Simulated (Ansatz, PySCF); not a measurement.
Spin states of CoHO (SMILES [OH][Co]), each relaxed with B3LYP-D3(BJ)/def2-TZVP.
State 1 (charge 0, multiplicity 3):
```csv
atom,x (Å),y (Å),z (Å)
Co,-0.8925,-0.6502,-0.7827
O,0.4251,-0.1293,0.2874
H,0.4342,0.8269,0.4250
```
State 2 (charge 0, multiplicity 5):
```json
[
 {"atom": "Co", "x (Å)": "-0.9214", "y (Å)": "-0.7152", "z (Å)": "-0.8135"},
 {"atom": "O", "x (Å)": "0.3857", "y (Å)": "-0.0845", "z (Å)": "0.2636"},
 {"atom": "H", "x (Å)": "0.5025", "y (Å)": "0.8471", "z (Å)": "0.4796"}
]
```

Singlets are restricted, other states unrestricted; no spin–orbit coupling, no relativity up to Kr; see below for the cores. The largest T1 diagnostic is 0.045.

Codes used: Ansatz (a first-principles code) with Gaussian orbitals; PySCF for the dispersion terms. Each number belongs to the level named beside it.

| level | energy of the multiplicity-5 state less that of the multiplicity-3 state (kJ/mol) |
|---|---|
| PBE-D3(BJ)/def2-TZVPP | 58.5 |
| BLYP/def2-TZVPP | 68.4 |
| BLYP-D3(BJ)/def2-TZVPP | 68.4 |
| r2SCAN-D3(BJ)/def2-TZVPP | 31.9 |
| B97M-V/def2-TZVPP | 27.1 |
| B3LYP-D3(BJ)/def2-TZVPP | 42.3 |
| PBE0/def2-TZVPP | 21.7 |
| PBE0-D3(BJ)/def2-TZVPP | 21.7 |
| CAM-B3LYP-D3(BJ)/def2-TZVPP | … |

Problem. Fill in the missing entries.

Solution. 
- CAM-B3LYP-D3(BJ)/def2-TZVPP, energy of the multiplicity-5 state less that of the multiplicity-3 state (kJ/mol): 39.6

Doubts at one or more of the structures used: a spin-contaminated determinant (r2SCAN-D3(BJ)/def2-TZVPP, B97M-V/def2-TZVPP, B3LYP-D3(BJ)/def2-TZVPP, PBE0/def2-TZVPP, PBE0-D3(BJ)/def2-TZVPP, CAM-B3LYP-D3(BJ)/def2-TZVPP).
